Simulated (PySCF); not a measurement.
These are B3LYP-D3(BJ)/def2-TZVP // BP86-D3(BJ)/def2-SVP (PySCF) values and carry that method's errors. Isolated molecules, 0 K electronic values unless said otherwise. B3LYP has the VWN-RPA correlation part, as in Gaussian. 

Reference species: [Zn(Br)(H)] (neutral, multiplicity 1).

```
Property                                                        Result
------------------------------------------------------------  --------
coordination number                                                  2
mean distance from the central atom to its bonded neighbours   1.889 Å
HOMO–LUMO gap                                                  7.12 eV
HOMO                                                          -8.08 eV
```

Changed species: [Zn(Br)2] (0 of 2 Br replaced by H; the reference has 1 of 2 Br replaced by H).

Task: Give the shifts of the coordination number, mean distance from the central atom to its bonded neighbours, HOMO–LUMO gap and HOMO.

Result: the coordination number hardly moves; the mean distance from the central atom to its bonded neighbours goes up by 0.347 Å, to 2.236 Å; the HOMO–LUMO gap falls by 0.99 eV, to 6.13 eV; the HOMO falls by 0.22 eV, to -8.30 eV.
